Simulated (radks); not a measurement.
Q: Excited configurations of the ruthenium ion Ru2+: one electron is placed in a higher orbital outside [Kr] 4d5. The ground configuration is [Kr] 4d6. Calculated with a radial shooting solver on a logarithmic mesh with Libxc functionals: Dirac Kohn-Sham, LDA (Slater exchange, Perdew-Wang correlation), spin-unpolarised, spherical densities, finite nucleus; open shells fill j = l - 1/2 first; Fermi nuclear charge, rms radius 4.4809 fm. Excitation = E - E(ground); binding = E(ion) - E, where the ion is the core of charge +3; n* = 3/sqrt(2 binding) in atomic units, and the quantum defect is n - n*.

outer orbital  excitation (eV)  binding (eV)     n*  quantum defect  eigenvalue (eV)  <r> (bohr)
5s1/2                    5.616        24.997  2.213           2.787          -21.011       2.649
5p1/2                   11.426        19.186  2.526           2.474          -15.842       3.089
5d3/2                   19.171        11.442  3.271           1.729           -9.347       4.532
5f5/2                   25.036         5.576  4.686           0.314           -4.558       9.020
7p1/2                   24.626         5.987  4.523           2.477           -5.155       10.22
7d3/2                   26.080         4.532  5.198           1.802           -3.886       12.98
7f5/2                   27.715         2.898  6.501           0.499           -2.484       19.75

Estimate the row for 6f5/2.

A: excitation (eV) 26.681; binding (eV) 3.932; n* 5.581; quantum defect 0.419; eigenvalue (eV) -3.313; <r> (bohr) 13.89. The Delta-SCF ionisation energy is 30.612 eV (NIST Atomic Spectra Database: 28.470 eV, semi-empirical). Self-interaction in the functional shifts the binding energies and quantum defects, so they are the method's values and not measured ones. Spin polarisation and multiplet splitting are left out, so open shells lie too high by an amount that depends on their filling.

Beside tabulated values, note that spin-unpolarised runs miss the spin-polarisation part of the exchange energy of open shells.
